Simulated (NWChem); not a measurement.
System: Cs, doublet

The following NWChem deck was run.

```
start job
memory heap 200 mb stack 900 mb global 1100 mb
geometry units angstroms noautoz
  Cs     0.000000     0.000000     0.000000
end
basis spherical
  * library def2-svpd
end
ecp
  Cs library def2-ecp
end
dft
  odft
  mult 2
  xc xcamb88 1.00 lyp 0.81 vwn_5 0.19 hfexch 1.00
  cam 0.33 cam_alpha 0.19 cam_beta 0.46
  iterations 150
  mulliken
end
task dft gradient
```

NWChem printed, in part:

```
             Northwest Computational Chemistry Package (NWChem) 7.3.0
             --------------------------------------------------------

                             Geometry "geometry" -> ""
                             -------------------------

 Output coordinates in angstroms (scale by  1.889725989 to convert to a.u.)

  No.       Tag          Charge          X              Y              Z
 ---- ---------------- ---------- -------------- -------------- --------------
    1 Cs                  55.0000     0.00000000     0.00000000     0.00000000

 Effective nuclear repulsion energy (a.u.)       0.0000000000

                                 NWChem DFT Module
                                 -----------------

 Summary of "ao basis" -> "ao basis" (spherical)
 ------------------------------------------------------------------------------
       Tag                 Description            Shells   Functions and Types
 ---------------- ------------------------------  ------  ---------------------
 Cs                        def2-svpd                11       27   5s4p2d

            General Information
            -------------------
          SCF calculation type: DFT
          Wavefunction type:  spin polarized.
          No. of atoms     :     1
          No. of electrons :     9
           Alpha electrons :     5
            Beta electrons :     4
          Charge           :     0
          Spin multiplicity:     2
          Use of symmetry is: off; symmetry adaption is: off
          Maximum number of iterations: 150
          AO basis - number of functions:    27
                     number of shells:    11
          Convergence on energy requested:  1.00D-06
          Convergence on density requested:  1.00D-05
          Convergence on gradient requested:  5.00D-04

              XC Information
              --------------
                     Hartree-Fock (Exact) Exchange  1.000
                   CAM-Becke88 Exchange Functional  1.000
                      VWN V Correlation Functional  0.190 local
              Lee-Yang-Parr Correlation Functional  0.810

           Range-Separation Parameters
           ---------------------------
           Alpha           :  0.19
           Beta            :  0.46
           Gamma           :  0.33
           Short-Range HF  :     F

             Grid Information
             ----------------
          Grid used for XC integration:  medium
          Radial quadrature: Mura-Knowles
          Angular quadrature: Lebedev.
          Tag              B.-S. Rad. Rad. Pts. Rad. Cut. Ang. Pts.
          ---              ---------- --------- --------- ---------
          Cs                  2.60      123          28.0       590
          Grid pruning is: on
          Number of quadrature shells:   123
          Spatial weights used:  Erf1

      Superposition of Atomic Density Guess
      -------------------------------------

 Sum of atomic energies:         -22.60767383

      Non-variational initial energy
      ------------------------------

 Total energy =     -19.817845
 1-e energy   =     -32.874636
 2-e energy   =      13.056791
 HOMO         =      -0.055569
 LUMO         =       0.006992

     ---------------------------------------------
      Total Density - Mulliken Population Analysis
     ---------------------------------------------

    Atom       Charge   Shell Charges
 -----------   ------   -------------------------------------------------------
    1 Cs   9     9.00  -0.32  1.55  0.75  0.47  0.55  5.39  0.61  0.00 -0.00  0.00  0.00

     --------------------------------------------
      Spin Density - Mulliken Population Analysis
     --------------------------------------------

    Atom       Charge   Shell Charges
 -----------   ------   -------------------------------------------------------
    1 Cs   9     1.00  -0.01  0.02 -0.03  0.46  0.55  0.00  0.00  0.00  0.00  0.00  0.00

   convergence    iter        energy       DeltaE   RMS-Dens  Diis-err
 ---------------- ----- ----------------- --------- --------- ---------
 d= 0,ls=0.0,diis     1    -20.1051341822 -2.01D+01  2.04D-02  2.14D-03
                                                     3.17D-03  7.00D-04
 d= 0,ls=0.0,diis     2    -20.1093535933 -4.22D-03  9.18D-03  1.99D-04
                                                     5.39D-04  4.94D-05
 d= 0,ls=0.0,diis     3    -20.1099455348 -5.92D-04  6.53D-03  2.58D-05
                                                     1.25D-04  6.98D-07
 d= 0,ls=0.0,diis     4    -20.1100639614 -1.18D-04  1.13D-03  5.38D-07
                                                     1.38D-05  1.67D-08
 d= 0,ls=0.0,diis     5    -20.1100664527 -2.49D-06  7.32D-05  2.87D-09
                                                     6.93D-07  6.10D-11
 d= 0,ls=0.0,diis     6    -20.1100664618 -9.04D-09  5.99D-07  1.93D-12
                                                     2.29D-07  3.89D-12

         Total DFT energy =      -20.110066461775
      One electron energy =      -32.983534944735
           Coulomb energy =       15.970716096928
    Exchange-Corr. energy =       -3.097247613968
 Nuclear repulsion energy =        0.000000000000

 Numeric. integr. density =        9.000000000002

                    DFT Final Alpha Molecular Orbital Analysis
                    ------------------------------------------

 Vector    3  Occ=1.000000D+00  E=-6.019947D-01
              MO Center= -2.0D-16,  2.4D-16, -2.6D-16, r^2= 1.4D+00
   Bfn.  Coefficient  Atom+Function         Bfn.  Coefficient  Atom+Function
  ----- ------------  ---------------      ----- ------------  ---------------
     8      0.832752  1 Cs pz                 7     -0.293545  1 Cs py
     6      0.171075  1 Cs px                11      0.126080  1 Cs pz
    10     -0.044443  1 Cs py                 9      0.025901  1 Cs px

 Vector    4  Occ=1.000000D+00  E=-6.019947D-01
              MO Center= -6.0D-16,  5.8D-16,  8.5D-17, r^2= 1.4D+00
   Bfn.  Coefficient  Atom+Function         Bfn.  Coefficient  Atom+Function
  ----- ------------  ---------------      ----- ------------  ---------------
     7      0.629965  1 Cs py                 6     -0.547811  1 Cs px
     8      0.334601  1 Cs pz                10      0.095378  1 Cs py
     9     -0.082939  1 Cs px                11      0.050659  1 Cs pz

 Vector    5  Occ=1.000000D+00  E=-1.203931D-01
              MO Center=  6.0D-16,  5.8D-17,  1.5D-15, r^2= 1.0D+01
   Bfn.  Coefficient  Atom+Function         Bfn.  Coefficient  Atom+Function
  ----- ------------  ---------------      ----- ------------  ---------------
     4      1.001667  1 Cs s                  2     -0.426851  1 Cs s
     3     -0.213901  1 Cs s                  1      0.175771  1 Cs s
     5      0.140430  1 Cs s

 Vector    6  Occ=0.000000D+00  E=-2.904952D-03
              MO Center=  1.9D-16, -3.1D-17, -4.2D-15, r^2= 4.8D+01
   Bfn.  Coefficient  Atom+Function         Bfn.  Coefficient  Atom+Function
  ----- ------------  ---------------      ----- ------------  ---------------
    14      0.436340  1 Cs pz                13      0.418309  1 Cs py
    17      0.368360  1 Cs pz                16      0.353137  1 Cs py
    12      0.198409  1 Cs px                15      0.167498  1 Cs px
     8     -0.106055  1 Cs pz                 7     -0.101672  1 Cs py
     6     -0.048224  1 Cs px

 Vector    7  Occ=0.000000D+00  E=-2.904952D-03
              MO Center= -8.0D-14, -6.7D-14, -5.5D-14, r^2= 4.8D+01
   Bfn.  Coefficient  Atom+Function         Bfn.  Coefficient  Atom+Function
  ----- ------------  ---------------      ----- ------------  ---------------
    12      0.571455  1 Cs px                15      0.482424  1 Cs px
    13     -0.279491  1 Cs py                16     -0.235947  1 Cs py
     6     -0.138895  1 Cs px                 7      0.067932  1 Cs py

 Vector    8  Occ=0.000000D+00  E=-2.904952D-03
              MO Center=  2.5D-15,  6.5D-15, -7.0D-15, r^2= 4.8D+01
   Bfn.  Coefficient  Atom+Function         Bfn.  Coefficient  Atom+Function
  ----- ------------  ---------------      ----- ------------  ---------------
    14      0.462907  1 Cs pz                13     -0.389415  1 Cs py
    17      0.390787  1 Cs pz                16     -0.328745  1 Cs py
    12     -0.197014  1 Cs px                15     -0.166320  1 Cs px
     8     -0.112512  1 Cs pz                 7      0.094649  1 Cs py
     6      0.047885  1 Cs px

                     DFT Final Beta Molecular Orbital Analysis
                     -----------------------------------------

 Vector    2  Occ=1.000000D+00  E=-5.999597D-01
              MO Center= -2.0D-16,  1.1D-15, -6.5D-17, r^2= 1.4D+00
   Bfn.  Coefficient  Atom+Function         Bfn.  Coefficient  Atom+Function
  ----- ------------  ---------------      ----- ------------  ---------------
     7      0.854099  1 Cs py                 6     -0.215776  1 Cs px
     8     -0.198708  1 Cs pz                10      0.125164  1 Cs py
     9     -0.031621  1 Cs px                11     -0.029120  1 Cs pz

 Vector    3  Occ=1.000000D+00  E=-5.999597D-01
              MO Center= -1.2D-16, -8.3D-16,  1.5D-16, r^2= 1.4D+00
   Bfn.  Coefficient  Atom+Function         Bfn.  Coefficient  Atom+Function
  ----- ------------  ---------------      ----- ------------  ---------------
     6      0.657161  1 Cs px                 8      0.545734  1 Cs pz
     7      0.292988  1 Cs py                 9      0.096304  1 Cs px
    11      0.079975  1 Cs pz                10      0.042936  1 Cs py

[...]

                         DFT ENERGY GRADIENTS

    atom               coordinates                        gradient
                 x          y          z           x          y          z
   1 Cs      0.000000   0.000000   0.000000    0.000000   0.000000   0.000000
```

Level: CAM-B3LYP/def2-SVPD with def2 effective core potentials on Cs, spin-unrestricted. No stability test was run on the SCF state. def2 effective core potentials on Cs; no spin-orbit coupling.
